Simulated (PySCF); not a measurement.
ITl, SMILES [I][Tl] (connectivity only; charge and spin as stated), charge -1, multiplicity 2. Atoms are numbered in the order given.

```xyz
2

Tl     0.0000     0.0000    -1.2215
I      0.0000     0.0000     1.8668
```
Charge -1, spin multiplicity 2.

Geometry: PBE0-D3(BJ)/def2-TZVPD. The spin state was assumed, not searched. The def2 effective core potentials stand for the cores of I, Tl; spin–orbit coupling is left out.

Method: PBE0-D3(BJ)/def2-TZVPD run with PySCF.

Frequencies are harmonic and unscaled.

| mode | ν (cm⁻¹) | IR (km/mol) | moving atoms (share of kinetic energy) |
|---|---|---|---|
| 1 | 94 | 20.1 | I 62 %, Tl 38 % |
